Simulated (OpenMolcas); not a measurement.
# Ag2+ in KZnF3: curves along the breathing mode

Ag2+ with its 6 nearest fluoride ions, on the Zn site of KZnF3 (a = 4.054 Å, distance in the model lattice 2.027 Å). The rest of the host is ab initio model potentials to 7.6 Å, with orthogonalisation functions on the cations behind the ligands, and point charges beyond; the distance is set by hand and nothing relaxes. Ligand basis ANO-RCC-VDZP.

| Quantity | Value |
| --- | --- |
| Program | OpenMolcas 26.06 |
| Method | SS-CASPT2, IPEA 0.25 Eh, imaginary shift 0.1 Eh (closed shells correlated: 4s 4p and the ligand valence shells) |
| Basis | ANO-RCC-VDZP [6s5p3d1f] |
| Scalar Hamiltonian | DKH2, point nucleus |
| Active space | 9 electrons in 5 orbitals (4d) |
| State averaging | 2S+1 = 2 even, 5 roots |
| Spin-orbit coupling | RASSI with atomic mean-field integrals over the reference wave functions |

Spin-free energies (labels of O, the rotations of Oh) in cm-1 above the lowest fitted minimum, as all ligands move together:

```tsv
R (Å)	2E	2T2
2.029	1560	19870
2.076	-60	16490
2.124	1270	16240
2.172	5460	19070
2.22	12480	24900
2.268	22430	33820
2.315	35230	45690
```

Cubic fits give the following; the wavenumber is harmonic, with the mass of all moving ligands, small differences in it between states hang on the degree of the fit, a number in brackets counts states of one label, and the table is a selection of at most 14 states with clean curves.

```tsv
State	R0 (Å)	Breathing mode (cm-1)	Minimum (cm-1)
2E	2.079	605	0
2T2	2.105	630	15990
```

The minimum of 2T2 is shifted by +0.0260 Å against 2E (from the unrounded fits). With M = 114.0 u for the moving shell, the Huang-Rhys factor in this mode is S = M ω ΔR² / 2ħ = 0.01483 × 114.0 × 605 × 0.0260² = 0.69. Only the first shell moves, against a rigid host.

Roots that are degenerate in the reference are averaged as groups; the widest CASPT2 spread within a group is 110 cm-1 (the 3-fold group of multiplicity 2 near 10500 cm-1 above the lowest state of its run, R = 2.315). Shifts and gaps below about the spread of the groups concerned are not significant. Over all roots computed the reference weight is 0.74 in R = 2.029, 0.74 in R = 2.076, 0.74 in R = 2.124, 0.74 in R = 2.172, 0.74 in R = 2.22, 0.74 in R = 2.268, 0.74 in R = 2.315; a low but even weight reflects the number of correlated electrons. An orbital doublet at a regular site is open to a Jahn-Teller distortion, which this geometry leaves out. Ligand-to-metal charge-transfer states are missing. With one d shell and no ligand orbital active, 10Dq can be off by a tenth or more. Free-ion shares, where given, are those of the reference states; single-state CASPT2 does not remix them (holds for R = 2.172; R = 2.22; R = 2.268; R = 2.315). No measured value stands beside these numbers.
